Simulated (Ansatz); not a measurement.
Ansatz (a program for electronic structure) input (B3LYP/LANL2DZ): The .json file is the Basis Set Exchange's LANL2DZ.

Ansatz 0.2 input:
```yaml
crystal:
  periodic: [false, false, false]
  atoms:
    - {symbol: Ge, position_ang: [-0.17166500, 0.01610300, 0.25300000]}
    - {symbol: O, position_ang: [-1.13774700, -1.22265200, -0.40045600]}
    - {symbol: F, position_ang: [0.02314100, 1.44216800, -0.86529800]}
    - {symbol: F, position_ang: [1.59855400, -0.41262100, 0.32170400]}
basis:
  gaussian:
    orbitals: LANL2DZ.json
hamiltonian:
  xc: {name: B3LYP}
total_charge: -1
magnetization: {spin_polarized: true, initial_magnetization: 1}
relax: {f_tol: 0.003, max_steps: 120}
```

Output:

```
Functional definition: B3LYP
integrals: 0.01 GiB planned
474 factors; integrals over basis functions are off by at most 7.1e-5 eV
mean field: 0.13 GiB planned
mean field evaluation 1: about -7582.2477 eV, gradient 3.0e1 eV
mean field evaluation 2: about -7509.1900 eV, gradient 1.2e2 eV
mean field evaluation 4: about -7586.8550 eV, gradient 6.8e0 eV
mean field evaluation 8: about -7587.0782 eV, gradient 2.1e-1 eV
mean field evaluation 16: about -7587.0784 eV, gradient 4.6e-5 eV
mean field -7587.07844182 eV, -278.8199900303 hartree, gradient 4.4e-5 eV, S^2 0.755899; 0 other end points of the search recorded, 0 dependent functions left out
the calculation of the forces begins
reference -7587.07862831 eV, -278.8199968838 hartree; 16, 15 occupied and 19, 20 virtual orbitals, 474 factors
relax step   1: F+E_penalty+E_count = -7587.07844182 eV  Δ(F+E_penalty+E_count) = +0.000e0 eV  max|allowed force component| = 7.909e-1 eV/Å  Δτ_max = 0.0000 Å  (32 SCF iters, accepted)
these checks for a lower state are left out or cut short: starts, cluster_reference, orbital_swaps, neighbouring_geometries, increment
integrals: 0.01 GiB planned
474 factors; integrals over basis functions are off by at most 7.7e-5 eV
mean field: 0.13 GiB planned
mean field -7587.10177796 eV, -278.8208476177 hartree, gradient 2.3e-5 eV, S^2 0.756542; 0 other end points of the search recorded, 0 dependent functions left out
the calculation of the forces begins
reference -7587.10196432 eV, -278.8208544665 hartree; 16, 15 occupied and 19, 20 virtual orbitals, 474 factors
relax step   2: F+E_penalty+E_count = -7587.10177796 eV  Δ(F+E_penalty+E_count) = -2.334e-2 eV  max|allowed force component| = 4.031e-1 eV/Å  Δτ_max = 0.0254 Å  (37 SCF iters, accepted)
these checks for a lower state are left out or cut short: starts, cluster_reference, orbital_swaps, neighbouring_geometries, increment
integrals: 0.01 GiB planned
474 factors; integrals over basis functions are off by at most 7.5e-5 eV
mean field: 0.13 GiB planned
mean field evaluation 32: about -7587.1122 eV, gradient 1.9e-5 eV
mean field -7587.11218120 eV, -278.8212299296 hartree, gradient 1.9e-5 eV, S^2 0.757172; 0 other end points of the search recorded, 0 dependent functions left out
the calculation of the forces begins
reference -7587.11236788 eV, -278.8212367901 hartree; 16, 15 occupied and 19, 20 virtual orbitals, 474 factors
relax step   3: F+E_penalty+E_count = -7587.11218120 eV  Δ(F+E_penalty+E_count) = -1.040e-2 eV  max|allowed force component| = 5.578e-2 eV/Å  Δτ_max = 0.0207 Å  (38 SCF iters, accepted)
these checks for a lower state are left out or cut short: starts, cluster_reference, orbital_swaps, neighbouring_geometries, increment
integrals: 0.01 GiB planned
474 factors; integrals over basis functions are off by at most 7.7e-5 eV
mean field: 0.13 GiB planned
mean field -7587.11246139 eV, -278.8212402267 hartree, gradient 2.3e-5 eV, S^2 0.757252; 0 other end points of the search recorded, 0 dependent functions left out
the calculation of the forces begins
reference -7587.11264802 eV, -278.8212470853 hartree; 16, 15 occupied and 19, 20 virtual orbitals, 474 factors
relax step   4: F+E_penalty+E_count = -7587.11246139 eV  Δ(F+E_penalty+E_count) = -2.802e-4 eV  max|allowed force component| = 1.661e-2 eV/Å  Δτ_max = 0.0071 Å  (31 SCF iters, accepted)
these checks for a lower state are left out or cut short: starts, cluster_reference, orbital_swaps, neighbouring_geometries, increment
integrals: 0.01 GiB planned
474 factors; integrals over basis functions are off by at most 7.6e-5 eV
mean field: 0.13 GiB planned
mean field -7587.11247513 eV, -278.8212407314 hartree, gradient 2.4e-5 eV, S^2 0.757237; 0 other end points of the search recorded, 0 dependent functions left out
the calculation of the forces begins
reference -7587.11266177 eV, -278.8212475905 hartree; 16, 15 occupied and 19, 20 virtual orbitals, 474 factors
relax step   5: F+E_penalty+E_count = -7587.11247513 eV  Δ(F+E_penalty+E_count) = -1.374e-5 eV  max|allowed force component| = 1.832e-3 eV/Å  Δτ_max = 0.0012 Å  (30 SCF iters, accepted)
integrals: 0.01 GiB planned
474 factors; integrals over basis functions are off by at most 7.6e-5 eV
mean field: 0.13 GiB planned
mean field evaluation 64: about -7587.1125 eV, gradient 1.3e-3 eV
mean field -7587.11247513 eV, -278.8212407314 hartree, gradient 2.4e-5 eV, S^2 0.757237; 2 other end points of the search recorded, 0 dependent functions left out
the calculation of the forces begins
reference -7587.11266177 eV, -278.8212475905 hartree; 16, 15 occupied and 19, 20 virtual orbitals, 474 factors
Total energy: -7587.11266177 eV, -278.8212475905 hartree
Atom 0 at    -0.181841     0.027364     0.284102 Å, force     0.001832     0.001516    -0.000063 eV/Å
Atom 1 at    -1.147426    -1.239729    -0.414295 Å, force     0.000045    -0.000275    -0.000491 eV/Å
Atom 2 at     0.026269     1.453081    -0.879053 Å, force    -0.000793    -0.000792     0.000387 eV/Å
Atom 3 at     1.615280    -0.417718     0.318195 Å, force    -0.001085    -0.000448     0.000167 eV/Å
Dipole moment:     0.004516     0.316253     0.488178 e Å
```

The dipole moment of an ion depends on the origin.

The geometry given is a B3LYP-D3(BJ)/def2-TZVP minimum.
